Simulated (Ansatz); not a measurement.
`F[SiH]([SiH3])[SiH3]` + H₂ → `[SiH3][SiH2][SiH3]` + H–F at 298.15 K and 1 bar (hydrogenolysis of the Si–F bond).

Isolated molecules relaxed with PBE0-D4/def2-TZVP in Ansatz; ΔE leaves out vibrations. CBS: MP2 limit from def2 TZ/QZ plus the TZ coupled-cluster correction, frozen cores. This one scheme is used for every species.

| species | CCSD(T)/CBS energy (Eh) | H − E (kJ/mol) | S (J/(mol·K)) |
| --- | --- | --- | --- |
| `F[SiH]([SiH3])[SiH3]` | -971.28016 | 184.9 | 375.8 |
| H₂ | -1.17544 | 35.1 | 130.4 |
| `[SiH3][SiH2][SiH3]` | -872.02658 | 195.8 | 347.4 |
| H–F | -100.39570 | 33.5 | 173.6 |

H − E and S are ideal-gas, rigid-rotor, harmonic terms from PBE0-D4/def2-TZVP. The MP2-based limit puts H₂ 0.8 mEh under its directly extrapolated value; such offsets cancel only in part. 1 Eh = 2625.50 kJ/mol, R = 8.31446 J/(mol·K).

Question: By hand: ΔE, ΔH, ΔS and ΔG.

Answer: ΔE = (-872.02658) + (-100.39570) − (-971.28016) − (-1.17544) = 0.03332 Eh = 87.5 kJ/mol. Δ(H − E) = 195.8 + 33.5 − 184.9 − 35.1 = 9.3, so ΔH = 96.8 kJ/mol. ΔS = 347.4 + 173.6 − 375.8 − 130.4 = 14.8 J/(mol·K). ΔG = 96.8 − 298.15 × (14.8)/1000 = 92.4 kJ/mol.

Question: By hand: the equilibrium constant, and the temperature at which ΔG would vanish if ΔH and ΔS stayed fixed.

Answer: log₁₀ K = −ΔG/(RT ln 10) = -16.2. ΔG = 0 at ΔH/ΔS = 6541 K, far beyond where these terms or the molecules hold.

The number of gas molecules stays the same, so ΔS is small and ΔH decides. A doubt of 5 kJ/mol in ΔE shifts log₁₀ K by 0.9 here. These are equilibria of isolated gas molecules and say nothing of rates. Largest T1 diagnostic: 0.013 (customary marks: 0.02 for closed shells, 0.045 for open ones).
